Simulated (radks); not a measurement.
Initial-state core-level shifts of the cobalt ion Co2+ when its valence configuration changes from [Ar] 3d7. Method: non-relativistic Kohn-Sham, LDA (Slater exchange, Perdew-Wang correlation), spin-polarised, spherical densities, point nucleus; open shells are filled with parallel spins first; computed with a radial shooting solver on a logarithmic mesh with Libxc functionals. Shifts are changes of the shell-averaged eigenvalues in eV (positive: less bound); the change of the density at the nucleus, which sets a Mossbauer isomer shift, is in e/bohr^3, on a base of 1.331e+04.

\begin{tabular}{lrrrrr}
valence & 1s & 2s & 3s & 3p & density at nucleus \\ \hline
3d6 4s1 & -7.510 & -8.419 & -7.078 & -6.896 & +10.980 \\
3d6 4p1 & -8.798 & -9.668 & -8.380 & -8.191 & +1.860 \\
3d6.5 4p0.5 & -4.290 & -4.699 & -4.130 & -4.038 & +0.855 \\
3d5 4p2 & -18.488 & -20.444 & -17.211 & -16.812 & +4.345 \\
3d5.5 4s1 4p0.5 & -12.288 & -13.702 & -11.490 & -11.206 & +12.754 \\
3d5 4s2 & -16.305 & -18.231 & -15.024 & -14.654 & +23.821 \\
3d5 4s1.5 4p0.5 & -16.848 & -18.794 & -15.554 & -15.175 & +19.309 \\
3d5 4s1 4p1 & -17.291 & -19.263 & -16.002 & -15.612 & +14.749 \\
3d6 4s0.5 4p0.5 & -8.157 & -9.047 & -7.732 & -7.547 & +6.441 \\
\end{tabular}
